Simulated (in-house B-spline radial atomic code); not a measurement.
Values are calculated unless marked as measured or tabulated.
**Making a Troullier-Martins s channel for Mg, r_c = 0.48 bohr**

Mg, [Ne] 3s2, non-relativistic LDA (VWN5), spherical and spin-unpolarised, from an all-electron radial atomic-structure program (B-spline basis) (atomic units). The all-electron 2s level is ε = -2.903747 hartree, its outermost node lies just inside 0.19 bohr and its outer maximum at 0.55 bohr.

Inside r_c the pseudo-orbital is u(r) = r^1 exp(p(r)), with p = c0 + c2 r² + c4 r⁴ + … + c12 r¹². The seven coefficients follow from p and its first four derivatives at r_c, from zero curvature of the screened potential at the origin, c4 = −c2²/(2l + 5), and from the norm inside r_c. At r_c the all-electron orbital has P = 1.202531, P' = 0.9003954, the screened potential V = -9.256795, V' = 34.79108, V'' = -183.7968, and the norm inside is Q = 0.2427302.

(1) What are p, p' and p'' at r_c?

For a trial c2 the five matching conditions are linear in c0, c6, c8, c10 and c12, and c2 is varied until the norm inside r_c equals Q. The root nearest zero gives:

| n | c_n |
| --- | --- |
| 0 | 0.6034584 |
| 2 | 5.317218 |
| 4 | -5.654562 |
| 6 | -205.1711 |
| 8 | 1145.101 |
| 10 | -2526.547 |
| 12 | 2091.974 |

(2) Check c4 and p(r_c), and find the screened pseudopotential at the origin.

Orbitals and screened potentials:

| r (bohr) | P | u | V all-electron | V pseudo |
| --- | --- | --- | --- | --- |
| 0.048 | -0.5258 | 0.08884 | -220.3 | 13.02 |
| 0.12 | -0.3899 | 0.2365 | -73.89 | 12.19 |
| 0.192 | 0.07916 | 0.4203 | -39.46 | 8.273 |
| 0.264 | 0.5362 | 0.6495 | -24.84 | 0.2261 |
| 0.336 | 0.8781 | 0.8957 | -17.04 | -8.305 |
| 0.408 | 1.094 | 1.094 | -12.33 | -11.33 |
| 0.48 | 1.203 | 1.203 | -9.257 | -9.257 |

Logarithmic derivatives P'/P at R = 0.78 bohr, for energies E around ε:

```tsv
E − ε (hartree)	all-electron	pseudo
-0.5	-0.62778	-0.627993
-0.25	-0.893364	-0.893424
-0.1	-1.06289	-1.0629
0	-1.18056	-1.18056
0.1	-1.3022	-1.30222
0.25	-1.49265	-1.49273
0.5	-1.83364	-1.83399
```

(3) With P(R) = 1.050387 and a norm of 0.6598774 inside R, what slope in energy does norm conservation fix?

Results:

(1) p = ln(P/r_c^1) = ln(1.202531/0.48) = 0.91840. p' = P'/P − 1/r_c = 0.74875 − 2.08333 = -1.33458. The radial equation gives p'' = 2(V − ε) − 2(1) p'/r_c − p'² = -12.70610 − (-5.56076) − 1.78111 = -8.92645. Differentiating, p''' = 2V' + 2(1)p'/r_c² − 2(1)p''/r_c − 2p'p'' = 71.365, and p'''' = 2V'' − 4(1)p'/r_c³ + 4(1)p''/r_c² − 2(1)p'''/r_c − 2p''² − 2p'p''' = -740.53.

(2) −c2²/5 = -5.65456, as listed. The terms c_n r_c^n are 0.60346, 1.22509, -0.30017, -2.50936, 3.22681, -1.64036, 0.31293, which sum to 0.91840. Inverting the radial equation, V_l(r) = ε + 1 p'/r + (p'' + p'²)/2, so V_l(0) = ε + (2l + 3) c2 = -2.903747 + 3 × (5.31722) = 13.0479 hartree, finite where the all-electron potential diverges.

(3) d(P'/P)/dE = −2 × (norm inside R)/P(R)² = -1.1962 per hartree·bohr at E = ε, for both atoms, since orbital and norm agree at R. Differences over ±0.1 hartree give -1.1966 (all-electron) and -1.1966 (pseudo), which also hold third-order terms. Half a hartree below ε the two curves differ by -0.0002.
